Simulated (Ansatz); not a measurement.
Relaxed structures of CH$_{4}$SeSi, closed shell (PBE0-D4/def2-TZVP; forces vanish, vibrations not checked; lower isomers may exist, and structures with a doubtful reference or unclear bonds are left out; Å). Ansatz 0.2.0; basis: def2-TZVPP; cores frozen in the correlated methods. Filled d shells of the heavier atoms are correlated. The def2 sets are not built for correlating such inner shells, so the correlated values are less sure here.

**Question.** Rank them by CCSD(T) energy, lowest first, and give each one's height above the lowest. Links in brackets join atoms within 1.22 times the sum of their covalent radii (1.1 for two metals). (An estimate is asked for; the value comes from the calculation.)
A.
CH₄SeSi ([SiH][CH][SeH2])
```
7
angstrom
Si -1.0460 0.4513 -0.6625
C 0.1987 0.1506 0.5747
Se 1.0289 -1.4768 0.9417
H -0.9616 -0.9740 -1.2574
H 0.2841 -2.2978 -0.0323
H 0.4896 0.8462 1.3591
H 2.2618 -1.5648 0.0823
```
B.
CH₄SeSi ([SiH2][CH][SeH])
```
7
angstrom
Si -0.9963 0.5253 -0.6134
C 0.2470 0.1277 0.4875
Se 0.9749 -1.6179 0.5824
H -1.4876 -0.4438 -1.6124
H -1.7265 1.8084 -0.5274
H 0.5960 0.8341 1.2329
H 2.3925 -1.2337 0.4504
```
C.
CH₄SeSi ([CH2]1[SiH][SeH]1)
```
7
angstrom
Si -0.2329 0.3081 -1.0137
C 0.2018 0.1969 0.8507
Se 0.9739 -1.5034 0.1788
H -1.4658 -0.5759 -0.8330
H -0.5203 -0.0580 1.6221
H 1.0099 0.8090 1.2432
H 2.3394 -0.9997 -0.0368
```

**Answer.** The calculation gives: C (0.0 kJ/mol), B (38.7 kJ/mol), A (226.6 kJ/mol). Heights count from the lowest.

T1 diagnostic: at most 0.015. The restricted Hartree–Fock reference is unstable towards an unrestricted one at one or more of these structures.

For scale, one of the runs: CCSD(T)/def2-TZVPP, 177 basis functions, launched by `ansatz run in.yaml --threads 2 --pin off --events-out ev --progress --plain --max-ram 4352MiB`. The run took 53 s on 2 CPU threads of an Arm Neoverse V1 (shared host), with 1.6 GiB of host memory at its peak.
